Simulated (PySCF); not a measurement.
**`O([SiH2]F)[C@]12CC[C@H]1C2`, C$_{5}$H$_{9}$FOSi**

Geometry:
```
atom   x (Å)   y (Å)   z (Å)
  F1   2.504  -1.349  -1.486
 Si2   2.588  -0.069  -0.510
  O3   1.410  -0.131   0.584
  C4   0.043  -0.067   0.515
  C5  -0.829  -1.143  -0.124
  C6  -1.773  -0.035  -0.636
  C7  -0.866   1.019  -0.009
  C8  -0.756   0.756   1.471
  H9   2.500   1.051  -1.433
 H10   3.756  -0.219   0.326
 H11  -0.311  -1.668  -0.923
 H12  -1.256  -1.869   0.567
 H13  -1.817   0.022  -1.721
 H14  -2.786  -0.062  -0.235
 H15  -0.635   1.977  -0.442
 H16  -1.586   0.317   2.006
 H17  -0.194   1.483   2.037
```

Theory: TDDFT LC-wPBE/def2-SVPD circular dichroism and optical rotation, one conformer, gas phase in PySCF 2.14.0. Geometry: GFN2-xTB.

The molecule is flexible and this is one conformer; a measurement averages over conformers.

(1) What are the CIP labels of the stereocentres?

(2) Which excitations and rotatory strengths does the calculation give?

Results:

(1) C4 S, C7 S.

(2) Rotatory strengths R in 10⁻⁴⁰ esu² cm², velocity form and length form (origin at the centre of mass); f in length form.
```tsv
state	E (eV)	λ (nm)	f	R (velocity)	R (length)	main
1	7.78	159	0.002	+3.0	+2.4	HOMO→LUMO 0.56, HOMO→LUMO+2 0.16
2	7.97	156	0.013	-19.7	-19.7	HOMO→LUMO+1 0.73
3	8.23	151	0.002	+17.6	+14.4	HOMO→LUMO+3 0.45, HOMO→LUMO+4 0.16
4	8.53	145	0.050	+26.4	+27.0	HOMO→LUMO+4 0.47, HOMO→LUMO+3 0.11
5	8.69	143	0.030	-52.9	-52.0	HOMO−1→LUMO 0.43, HOMO−1→LUMO+2 0.10
6	8.76	142	0.005	-12.1	-9.9	HOMO→LUMO+2 0.26, HOMO−1→LUMO+1 0.09
7	8.93	139	0.026	+0.4	+1.7	HOMO→LUMO+5 0.52
8	8.95	139	0.055	-49.5	-50.0	HOMO−1→LUMO+1 0.38, HOMO−1→LUMO 0.14
9	9.07	137	0.0002	-0.4	-0.5	HOMO−1→LUMO+3 0.45, HOMO−1→LUMO+1 0.18
10	9.16	135	0.020	-37.8	-40.0	HOMO→LUMO+8 0.36
11	9.21	135	0.041	+72.0	+69.5	HOMO−4→LUMO+1 0.11, HOMO−1→LUMO+4 0.11
12	9.28	134	0.028	+22.9	+26.2	HOMO−1→LUMO+4 0.45
13	9.39	132	0.014	+44.4	+45.8	HOMO→LUMO+6 0.26, HOMO→LUMO+7 0.09
14	9.59	129	0.082	-7.3	-8.0	HOMO→LUMO+7 0.11, HOMO→LUMO+8 0.11
15	9.60	129	0.034	+31.3	+31.4	HOMO−1→LUMO+2 0.24, HOMO−1→LUMO+4 0.12
16	9.64	129	0.033	-25.4	-24.2	HOMO−1→LUMO+5 0.51
```

Among the states computed, the strongest CD band (largest |R|) is state 11. The largest dissymmetry factor in size, g = 4R/(D+G), with D and G the electric and magnetic dipole strengths, is +0.059 for state 3 (velocity form, f = 0.004), among bands with |R| over 0.5. The mirror image has the same energies and oscillator strengths and all R with the opposite sign.
